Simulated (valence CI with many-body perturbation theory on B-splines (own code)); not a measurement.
# Level structure of Eu⁵⁰⁺

Calculated by relativistic CI+MBPT: three valence electrons over a frozen Dirac-Fock core [Ne], a basis of 11 s, 11 p, 9 d, 7 f, 5 g, 2 h, 1 i functions for each j, with the one-electron correlation potential Σ1, the two-electron term Σ2, the three-electron term Σ3, Breit, model QED; selected CI, second order for the rest (own B-spline code, finite nucleus).

The last digits are not significant, and no measured levels were compared; by estimate large intervals hold to a few tenths of a per cent, small ones and those within an open d or f shell to about a per cent.

Levels 1 to 45 of 68, with energies above the lowest level, (3s^2 3p1/2) J=1/2. "Leading %" is the weight of the configuration and term that name the level; weights of strongly mixed levels are sums over their largest components and can fall short. In the jj column 3d3/2^4 stands for four electrons in 3d with j = 3/2.

| No. | Configuration | Term | J | E (× 10³ cm⁻¹) | Leading % | Second component | Leading jj |
| --- | --- | --- | --- | --- | --- | --- | --- |
| 1 | 3s²3p | ²P° | 1/2 | 0.00 | 99 |  | 3s^2 3p1/2 (99 %) |
| 2 | 3s3p² | ⁴P | 1/2 | 1043.8 | 58 | 28 % 3s3p² ²S | 3s 3p1/2^2 (98 %) |
| 3 | 3s²3p | ²P° | 3/2 | 1370.4 | 99 |  | 3s^2 3p3/2 (99 %) |
| 4 | 3s3p² | ⁴P | 3/2 | 2226.4 | 91 | 7 % 3s3p² ²D | 3s 3p1/2 3p3/2 (99 %) |
| 5 | 3s3p² | ²D | 5/2 | 2341.4 | 57 | 41 % 3s3p² ⁴P | 3s 3p1/2 3p3/2 (97 %) |
| 6 | 3s3p² | ²D | 3/2 | 2488.7 | 56 | 26 % 3s3p² ²P | 3s 3p1/2 3p3/2 (83 %) |
| 7 | 3s3p² | ²P | 1/2 | 2556.0 | 70 | 27 % 3s3p² ⁴P | 3s 3p1/2 3p3/2 (97 %) |
| 8 | 3s²3d | ²D | 3/2 | 2899.4 | 83 | 9 % 3s3p² ²D | 3s^2 3d3/2 (83 %) |
| 9 | 3s²3d | ²D | 5/2 | 3150.9 | 93 | 6 % 3s3p² ⁴P | 3s^2 3d5/2 (93 %) |
| 10 | 3p³ | ²P° | 3/2 | 3530.0 | 34 | 22 % 3p³ ²D° | 3p1/2^2 3p3/2 (74 %) |
| 11 | 3s3p3d | ⁴F° | 3/2 | 3641.7 | 72 | 13 % 3s3p3d ²D° | 3s 3p1/2 3d3/2 (85 %) |
| 12 | 3s3p² | ⁴P | 5/2 | 3697.9 | 53 | 43 % 3s3p² ²D | 3s 3p3/2^2 (94 %) |
| 13 | 3s3p3d | ⁴F° | 5/2 | 3725.8 | 48 | 25 % 3s3p3d ²F° | 3s 3p1/2 3d3/2 (96 %) |
| 14 | 3s3p3d | ⁴D° | 1/2 | 3897.0 | 62 | 31 % 3s3p3d ²P° | 3s 3p1/2 3d3/2 (98 %) |
| 15 | 3s3p3d | ⁴D° | 3/2 | 3923.6 | 40 | 22 % 3s3p3d ⁴P° | 3s 3p1/2 3d3/2 (84 %) |
| 16 | 3s3p² | ²S | 1/2 | 3929.9 | 69 | 15 % 3s3p² ⁴P | 3s 3p3/2^2 (98 %) |
| 17 | 3s3p² | ²P | 3/2 | 3975.0 | 64 | 28 % 3s3p² ²D | 3s 3p3/2^2 (97 %) |
| 18 | 3s3p3d | ⁴P° | 5/2 | 4044.5 | 38 | 29 % 3s3p3d ⁴D° | 3s 3p1/2 3d5/2 (98 %) |
| 19 | 3s3p3d | ⁴F° | 7/2 | 4123.3 | 49 | 27 % 3s3p3d ²F° | 3s 3p1/2 3d5/2 (96 %) |
| 20 | 3s3p3d | ²F° | 5/2 | 4196.2 | 50 | 18 % 3s3p3d ²D° | 3s 3p1/2 3d5/2 (95 %) |
| 21 | 3s3p3d | ²D° | 3/2 | 4231.5 | 41 | 32 % 3s3p3d ²P° | 3s 3p1/2 3d5/2 (79 %) |
| 22 | 3p³ | ²D° | 5/2 | 4864.2 | 72 | 13 % 3s3p3d ²F° | 3p1/2 3p3/2^2 (72 %) |
| 23 | 3p³ | ⁴S° | 3/2 | 4896.3 | 45 | 45 % 3p³ ²D° | 3p1/2 3p3/2^2 (90 %) |
| 24 | 3p²3d | ²D | 3/2 | 4919.2 | 38 | 37 % 3p²3d ⁴F | 3p1/2^2 3d3/2 (98 %) |
| 25 | 3p³ | ²P° | 1/2 | 4992.9 | 84 | 14 % 3s3p3d ²P° | 3p1/2 3p3/2^2 (84 %) |
| 26 | 3s3p3d | ⁴D° | 3/2 | 5107.5 | 42 | 38 % 3s3p3d ⁴P° | 3s 3p3/2 3d3/2 (98 %) |
| 27 | 3s3p3d | ⁴P° | 1/2 | 5117.3 | 85 | 13 % 3s3p3d ⁴D° | 3s 3p3/2 3d3/2 (97 %) |
| 28 | 3s3p3d | ⁴D° | 5/2 | 5120.1 | 48 | 20 % 3s3p3d ⁴F° | 3s 3p3/2 3d3/2 (82 %) |
| 29 | 3s3p3d | ⁴F° | 7/2 | 5145.4 | 40 | 33 % 3s3p3d ⁴D° | 3s 3p3/2 3d3/2 (85 %) |
| 30 | 3s3p3d | ⁴F° | 9/2 | 5283.9 | 100 |  | 3s 3p3/2 3d5/2 (100 %) |
| 31 | 3s3p3d | ²D° | 3/2 | 5311.5 | 63 | 24 % 3s3p3d ⁴P° | 3s 3p3/2 3d3/2 (73 %) |
| 32 | 3p²3d | ²D | 5/2 | 5315.4 | 30 | 22 % 3p²3d ⁴D | 3p1/2^2 3d5/2 (96 %) |
| 33 | 3s3p3d | ²F° | 5/2 | 5423.1 | 54 | 15 % 3s3p3d ⁴P° | 3s 3p3/2 3d3/2 (71 %) |
| 34 | 3s3p3d | ²D° | 5/2 | 5443.5 | 44 | 24 % 3s3p3d ⁴P° | 3s 3p3/2 3d5/2 (71 %) |
| 35 | 3s3p3d | ²P° | 1/2 | 5454.1 | 69 | 20 % 3s3p3d ⁴D° | 3s 3p3/2 3d3/2 (84 %) |
| 36 | 3s3p3d | ²F° | 7/2 | 5511.0 | 72 | 24 % 3s3p3d ⁴D° | 3s 3p3/2 3d5/2 (88 %) |
| 37 | 3s3p3d | ²P° | 3/2 | 5520.5 | 44 | 40 % 3s3p3d ²D° | 3s 3p3/2 3d5/2 (70 %) |
| 38 | 3s3p3d | ²F° | 7/2 | 5627.9 | 73 | 19 % 3s3p3d ⁴D° | 3s 3p3/2 3d5/2 (97 %) |
| 39 | 3s3p3d | ²P° | 1/2 | 5699.3 | 84 | 8 % 3p³ ²P° | 3s 3p3/2 3d5/2 (87 %) |
| 40 | 3s3p3d | ²P° | 3/2 | 5762.5 | 79 | 7 % 3s3p3d ²D° | 3s 3p3/2 3d5/2 (97 %) |
| 41 | 3s3p3d | ²D° | 5/2 | 5780.1 | 63 | 21 % 3s3p3d ²F° | 3s 3p3/2 3d5/2 (91 %) |
| 42 | 3p²3d | ²F | 5/2 | 6120.8 | 52 | 35 % 3p²3d ⁴F | 3p1/2 3p3/2 3d3/2 (91 %) |
| 43 | 3p²3d | ⁴F | 3/2 | 6172.5 | 40 | 27 % 3p²3d ²P | 3p1/2 3p3/2 3d3/2 (98 %) |
| 44 | 3p²3d | ⁴D | 1/2 | 6190.9 | 81 | 15 % 3p²3d ²P | 3p1/2 3p3/2 3d3/2 (99 %) |
| 45 | 3p²3d | ²G | 7/2 | 6210.6 | 45 | 28 % 3p²3d ²F | 3p1/2 3p3/2 3d3/2 (92 %) |

The ionisation energy to 3s² ¹S0 of the next ion comes out as 4514.7 eV (NIST: 4513 ± 4 eV (theoretical)). All 68 levels together are meant to be complete up to 7165.3 × 10³ cm⁻¹.
